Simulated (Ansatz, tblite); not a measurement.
Forces on NbTe₂⁺ at its r2SCAN-D4/def2-TZVP geometry. Total charge 1; singlet.

In the def2 sets Nb, Te take a core potential; there is no spin–orbit coupling. The xTB rows come from tblite. The restricted singlet is unstable towards broken spin symmetry in Hartree–Fock (as tested in another run); at PBE-D4/def2-TZVP this wasn't settled. At PBE-D4/def2-TZVP an occupied level of the charge 1 singlet lies above an empty one (by up to 0.15 eV), so this SCF solution is probably not the lowest. No other spin state of charge 1 was run. The geometry of the singlet was relaxed on an unsound state (restricted singlet whose occupied levels cross empty ones at other levels, untested at these). Another isomer (triplet) lies 0.93 eV lower at PBE0-D4/def2-TZVP; other spin states weren't run for this one.

GFN1-xTB (tblite), largest force 1.82 eV/Å:

```xyz
3
positions Å, forces eV/Å
Nb    1.016   -0.048   -1.041    1.270   -0.060   -1.301
Te   -0.041    1.242    0.921   -0.491    0.405    0.774
Te   -0.976   -1.194    0.120   -0.779   -0.345    0.527
```

GFN2-xTB (tblite), largest force 3.50 eV/Å:

```
Nb 2.442 -0.115 -2.500
Te -0.570 1.755 1.808
Te -1.872 -1.640 0.692
```

PBE-D4/def2-TZVP (Ansatz), largest force 0.25 eV/Å:

```
Nb 0.129 -0.006 -0.132
Te 0.015 0.209 0.134
Te -0.144 -0.203 -0.002
```
